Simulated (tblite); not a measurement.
Run record: tight-binding relaxation, `C[AsH][C@@H](C=O)CS`.

Computed with GFN2-xTB geometry optimisation, gas phase (tblite 0.8.0). Start geometry: from a force field or distance geometry. The command runs a driver script over a list of jobs; the input below is this job's line of settings and its coordinates in Å.

Command:
```bash
OMP_NUM_THREADS=1 python probes_run.py task.json out
```

Input:
```
{"job": {"kind": "relax", "xc": "GFN2-xTB", "basis": "xTB"}, "charge": 0, "multiplicity": 1}
C     -2.614800    -0.492600    -0.422300
As    -0.780900    -0.959400    -0.497100
C      0.542900     0.396500    -0.349600
C      0.021300     1.739300     0.128500
O      0.490100     2.282800     1.123600
C      1.636100    -0.008400     0.576200
S      2.490500    -1.508300     0.025000
H     -2.770600     0.620500    -0.582500
H     -3.057400    -0.805400     0.552200
H     -3.201300    -1.011200    -1.194600
H     -0.382500    -2.405600    -0.181500
H      0.985100     0.597100    -1.363700
H     -0.797400     2.152400    -0.442200
H      2.372800     0.819200     0.628800
H      1.183000    -0.134800     1.591100
H      3.875500    -1.273200     0.199200
```

What does the run print?

```
step      E/eV     max force
  0    -617.25775    5.673
  1    -618.00390    5.066
  2    -618.82275    2.679
  3    -619.16303    1.862
  4    -619.35906    1.047
  5    -619.44978    0.981
  6    -619.52188    0.893
  7    -619.60097    0.847
  8    -619.67287    0.864
  9    -619.72590    0.683
... (121 lines left out)
131    -620.27066    0.056
132    -620.27118    0.033
133    -620.27147    0.035
134    -620.27164    0.034
135    -620.27178    0.021
136    -620.27184    0.021
137    -620.27188    0.019
138    -620.27193    0.017
139    -620.27196    0.012
140    -620.27199    0.007
```

«max force» is the largest atomic force in eV/Å.

From which step on does the largest force stay under 0.1 eV/Å, and how much energy is left to gain from there?

From step 128 (0.078 eV/Å), 4.6 meV above the end.

Summary of the converged run: energy lowered by 69.5 kcal/mol over 140 steps; largest atomic force 0.007 eV/Å at the end.

Give the final coordinates.

0.807 Å rms from the input after alignment:
```
atom  x, y, z in Å
C1    -2.3096   -0.3768   -0.7633
As2   -0.5327   -1.2184   -0.5586
C3     0.6502    0.4083   -0.1957
C4    -0.2273    1.3885    0.4706
O5    -0.3986    1.4804    1.6595
C6     1.8198   -0.0091    0.6742
S7     2.5589   -1.5984    0.1749
H8    -2.3229    0.2655   -1.6441
H9    -2.6048    0.2006    0.1091
H10   -3.0427   -1.1687   -0.9221
H11   -0.7115   -1.5272    0.8955
H12    0.9826    0.7812   -1.1714
H13   -0.7922    2.0366   -0.2329
H14    2.6076    0.7468    0.6759
H15    1.4764   -0.1615    1.6989
H16    2.8394   -1.2389   -1.0795
```

Hardware: Arm Neoverse V1, one thread, shared host with 32 logical CPUs at a one-minute load of 30. Cost: 1.1 s.
Labels such as C1 count atoms from 1, the log's own numbers from 0.
